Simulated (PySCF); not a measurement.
Cl4Se, charge +1, doublet, at a GFN2-xTB geometry (a state made from the parent by changing its charge; the spin is typed, not shown lowest), with bond 2-1 at 1.6 times its length; SVWN5/6-31G (PySCF).

The PySCF input:
```python
from pyscf import gto, scf, dft

mol = gto.Mole()
mol.atom = '''
    Se   -0.001595    0.003900    0.251228
    Cl    1.667345   -2.094497   -1.791541
    Cl    1.743080    1.413181    0.790244
    Cl   -1.028133    1.274935   -1.078730
    Cl   -1.753249   -1.388317    0.811533
'''
mol.basis = '6-31g'
mol.charge = 1
mol.spin = 1
mol.verbose = 4
mol.build()

mf = dft.UKS(mol)
mf.xc = 'lda,vwn'
mf.init_guess = 'vsap'
mf.kernel()
```

The log (banner, timings and long lists left out):

```
PySCF version 2.14.0

[INPUT] verbose = 4
[INPUT] num. atoms = 5
[INPUT] num. electrons = 101
[INPUT] charge = 1
[INPUT] spin (= nelec alpha-beta = 2S) = 1
[INPUT] symmetry False subgroup None
[INPUT] Mole.unit = angstrom
[INPUT] Symbol           X                Y                Z      unit          X                Y                Z       unit  Magmom
[INPUT]  1 Se    -0.001595000000   0.003900000000   0.251228000000 AA   -0.003014113169   0.007369931886   0.474752114822 Bohr   0.0
[INPUT]  2 Cl     1.667345000000  -2.094497000000  -1.791541000000 AA    3.150825405163  -3.958025698723  -3.385521830929 Bohr   0.0
[INPUT]  3 Cl     1.743080000000   1.413181000000   0.790244000000 AA    3.293943813207   2.670525054439   1.493344731581 Bohr   0.0
[INPUT]  4 Cl    -1.028133000000   1.274935000000  -1.078730000000 AA   -1.942889789627   2.409277976622  -2.038504262352 Bohr   0.0
[INPUT]  5 Cl    -1.753249000000  -1.388317000000   0.811533000000 AA   -3.313160438168  -2.623538904078   1.533575111047 Bohr   0.0

nuclear repulsion = 731.882854899936
number of shells = 39
number of NR pGTOs = 274
number of NR cGTOs = 79
basis = 6-31g
ecp = {}

******** <class 'pyscf.dft.uks.UKS'> ********
method = UKS
initial guess = vsap
damping factor = 0
level_shift factor = 0
DIIS = <class 'pyscf.scf.diis.CDIIS'>
diis_start_cycle = 1
diis_space = 8
diis_damp = 0
SCF conv_tol = 1e-09
SCF conv_tol_grad = None
SCF max_cycles = 50
direct_scf = True
direct_scf_tol = 1e-13
number electrons alpha = 51  beta = 50
XC library pyscf.dft.libxc version 7.1.2
    S. Lehtola, C. Steigemann, M. J. T. Oliveira, and M. A. L. Marques,  SoftwareX 7, 1–5 (2018)
XC functionals = lda,vwn
    P. A. M. Dirac,  Math. Proc. Cambridge Philos. Soc. 26, 376 (1930)
    F. Bloch,  Z. Phys. 57, 545 (1929)
    S. H. Vosko, L. Wilk, and M. Nusair,  Can. J. Phys. 58, 1200 (1980)
radial grids:
    Treutler-Ahlrichs [JCP 102, 346 (1995); DOI:10.1063/1.469408] (M4) radial grids

becke partition: Becke, JCP 88, 2547 (1988); DOI:10.1063/1.454033
pruning grids: <function nwchem_prune>
grids dens level: 3
symmetrized grids: False
atomic radii adjust function: <function treutler_atomic_radii_adjust>
small_rho_cutoff = 0
Set gradient conv threshold to 3.16228e-05
tot grids = 95944

init E= -4231.33847716028
cycle= 1 E= -4230.61684571206  delta_E= 0.722  |g|=  1.2  |ddm|= 3.34
cycle= 2 E= -4217.32517891225  delta_E= 13.3  |g|= 1.92  |ddm|= 10.6
cycle= 3 E= -4230.06717366539  delta_E= -12.7  |g|= 1.36  |ddm|= 10.4
cycle= 4 E= -4231.22878789479  delta_E= -1.16  |g|= 0.864  |ddm|= 2.48
cycle= 5 E= -4231.70040087222  delta_E= -0.472  |g|= 0.467  |ddm|= 1.38
cycle= 6 E= -4225.81802315357  delta_E= 5.88  |g|= 1.24  |ddm|= 4.39

cycle= 7 E= -4231.56530411849  delta_E= -5.75  |g|= 0.595  |ddm|= 3.71
cycle= 8 E= -4231.06463744416  delta_E= 0.501  |g|= 0.564  |ddm|= 1.83
cycle= 9 E= -4231.79331846138  delta_E= -0.729  |g|= 0.404  |ddm|= 2.42
cycle= 10 E= -4231.81703487513  delta_E= -0.0237  |g|= 0.375  |ddm|= 0.262
cycle= 11 E= -4232.04686504692  delta_E= -0.23  |g|= 0.0751  |ddm|= 1.36
cycle= 12 E= -4231.9837755187  delta_E= 0.0631  |g|= 0.291  |ddm|=  1.3
cycle= 13 E= -4232.05156542123  delta_E= -0.0678  |g|= 0.0374  |ddm|= 0.529

cycle= 14 E= -4232.05249375314  delta_E= -0.000928  |g|= 0.0317  |ddm|= 1.16

cycle= 15 E= -4231.95038021838  delta_E= 0.102  |g|= 0.271  |ddm|= 1.32

cycle= 16 E= -4231.96397494393  delta_E= -0.0136  |g|= 0.255  |ddm|= 0.111

cycle= 17 E= -4232.05292847532  delta_E= -0.089  |g|= 0.0139  |ddm|= 1.27
cycle= 18 E= -4232.05293460024  delta_E= -6.12e-06  |g|= 0.0197  |ddm|= 1.15

cycle= 19 E= -4232.05322124009  delta_E= -0.000287  |g|= 0.0125  |ddm|= 0.0501

cycle= 20 E= -4231.95696388846  delta_E= 0.0963  |g|= 0.264  |ddm|= 1.29

cycle= 21 E= -4231.96159768458  delta_E= -0.00463  |g|= 0.259  |ddm|= 0.0361

cycle= 22 E= -4231.96353900514  delta_E= -0.00194  |g|= 0.256  |ddm|= 0.0116

cycle= 23 E= -4232.02336921706  delta_E= -0.0598  |g|= 0.153  |ddm|= 0.533

cycle= 24 E= -4232.00371888013  delta_E= 0.0197  |g|= 0.195  |ddm|= 0.219

cycle= 25 E= -4231.99464142109  delta_E= 0.00908  |g|= 0.211  |ddm|= 0.35
cycle= 26 E= -4232.05190450957  delta_E= -0.0573  |g|= 0.0299  |ddm|= 1.26
cycle= 27 E= -4232.05263261612  delta_E= -0.000728  |g|= 0.0205  |ddm|= 0.0863
cycle= 28 E= -4232.05229890508  delta_E= 0.000334  |g|= 0.0299  |ddm|= 1.15
cycle= 29 E= -4232.05304308294  delta_E= -0.000744  |g|= 0.0154  |ddm|= 0.252

cycle= 30 E= -4232.05308401933  delta_E= -4.09e-05  |g|= 0.0165  |ddm|= 0.99

cycle= 31 E= -4232.05258878381  delta_E= 0.000495  |g|= 0.0245  |ddm|= 1.14

cycle= 32 E= -4232.05166337084  delta_E= 0.000925  |g|= 0.0334  |ddm|= 1.12

cycle= 33 E= -4232.05294087219  delta_E= -0.00128  |g|= 0.0122  |ddm|= 0.353

cycle= 34 E= -4232.05327480016  delta_E= -0.000334  |g|= 0.0112  |ddm|= 1.15

cycle= 35 E= -4232.05197219003  delta_E= 0.0013  |g|= 0.0329  |ddm|= 0.66

cycle= 36 E= -4232.05318010955  delta_E= -0.00121  |g|= 0.0127  |ddm|= 0.802

cycle= 37 E= -4232.04897330738  delta_E= 0.00421  |g|= 0.0569  |ddm|= 1.15

cycle= 38 E= -4232.03990488338  delta_E= 0.00907  |g|=  0.1  |ddm|= 0.346

cycle= 39 E= -4232.03944481424  delta_E= 0.00046  |g|= 0.102  |ddm|= 0.0444

cycle= 40 E= -4232.04070519279  delta_E= -0.00126  |g|= 0.0969  |ddm|= 0.0358

cycle= 41 E= -4232.04110108512  delta_E= -0.000396  |g|= 0.0952  |ddm|= 0.0446
cycle= 42 E= -4232.05203329694  delta_E= -0.0109  |g|= 0.0277  |ddm|= 1.06
cycle= 43 E= -4232.05286847687  delta_E= -0.000835  |g|= 0.0161  |ddm|= 0.482

cycle= 44 E= -4232.05301659399  delta_E= -0.000148  |g|= 0.0134  |ddm|= 0.105
cycle= 45 E= -4232.05254329158  delta_E= 0.000473  |g|= 0.0216  |ddm|= 1.14

cycle= 46 E= -4232.05286562122  delta_E= -0.000322  |g|= 0.0172  |ddm|= 0.362

cycle= 47 E= -4232.04959489004  delta_E= 0.00327  |g|= 0.0532  |ddm|= 0.782

cycle= 48 E= -4232.05312274485  delta_E= -0.00353  |g|= 0.0144  |ddm|= 0.349

cycle= 49 E= -4232.05310154324  delta_E= 2.12e-05  |g|= 0.0123  |ddm|= 0.138

cycle= 50 E= -4231.92705092614  delta_E= 0.126  |g|= 0.295  |ddm|= 1.32
SCF not converged.
SCF energy = -4231.92705092614 after 50 cycles  <S^2> = 0.76263026  2S+1 = 2.0125906
```

The run did not converge; its last values are not results.
